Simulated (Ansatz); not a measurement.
Consider the isomerisation: `C[SiH2]C(N)O` → `C[SiH2]NCO`.

Calculated with Ansatz (gas phase, PBE0-D4/def2-TZVP geometries, no zero-point term in ΔE). CBS: MP2 limit from def2 TZ/QZ plus the TZ coupled-cluster correction, frozen cores. Functionals use def2-TZVPP. B3LYP here is the variant with VWN-RPA as its local correlation; programs differ in this. One conformer a species, not always the lowest.

`C[SiH2]C(N)O`:

Cartesian coordinates in Å:
```
C -0.187 -0.277 -2.182
Si 0.249 0.653 -0.624
C -0.314 -0.232 0.966
N 0.201 0.349 2.190
O 0.123 -1.573 0.852
H -1.270 -0.376 -2.285
H 0.193 0.235 -3.069
H 0.244 -1.279 -2.146
H -0.377 2.008 -0.616
H 1.725 0.836 -0.499
H -1.412 -0.195 1.046
H -0.393 1.086 2.542
H 1.142 0.710 2.083
H 0.076 -1.945 1.741
```

`C[SiH2]NCO`:

Cartesian coordinates in Å:
```
C -1.754 -0.008 1.358
Si -0.801 -0.791 -0.045
N 0.877 -0.405 -0.102
C 1.424 0.820 -0.593
O 2.363 0.631 -1.625
H -1.700 1.083 1.308
H -1.359 -0.323 2.326
H -2.809 -0.294 1.312
H -1.402 -0.334 -1.331
H -0.894 -2.273 0.066
H 1.549 -0.996 0.363
H 0.589 1.451 -0.932
H 1.970 1.373 0.178
H 1.947 0.067 -2.284
```

| level | ΔE (kJ/mol) |
| --- | --- |
| B3LYP-D4 | -72.9 |
| B2PLYP | -75.7 |
| MP2/def2-QZVPP | -76.8 |
| CCSD/CBS(def2) | -75.5 |

Q: What does CCSD(T)/CBS give? (Estimate.)

A: Ansatz gave: -73.3 kJ/mol. The listed levels differ from it by 0.4, -2.4, -3.5, -2.2 kJ/mol.

Largest T1 diagnostic among the species: 0.011.

In def2-TZVPP, CCSD(T) changes the Hartree–Fock value by +14.3 kJ/mol (the triples alone add +2.2 kJ/mol) and MP2 by +11.3 kJ/mol. From PBE to PBE0 (25 % exact exchange), in def2-TZVPP and without D4, ΔE moves by −5.5 kJ/mol.

CCSD(T)/CBS has its own doubt, a few kJ/mol and more with outer-core shells, so smaller differences from it don't rank the levels.
